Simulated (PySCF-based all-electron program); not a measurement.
**Bond force of CaSe, singlet**

Calculated with an in-house all-electron program built on PySCF, in large uncontracted Gaussian sets near the basis limit; Koelling–Harmon scalar relativity, no spin–orbit coupling, spin-restricted. Forces are good to about 0.002 eV/Å. In part, the state lies near an instability. A positive force pushes the atoms apart.

| r (Å) | PBE (eV/Å) |
| --- | --- |
| 1.944 | 15.022 |
| 2.0655 | 8.967 |
| 2.187 | 4.770 |
| 2.430 | 0.016 |
| 2.673 | ? |

(1) Fill in the missing PBE forces.

(2) Fit a Morse curve to the forces within 0.84 to 1.25 of the listed length with the smallest force. Where does the force vanish, what is the force constant, and what harmonic wavenumber follows with standard atomic masses?

Results:

(1) 2.673 Å: -1.950 eV/Å.

(2) PBE: 2.431 Å, 12 eV/Å², about 360 cm⁻¹. The points are far apart, so these are estimates.
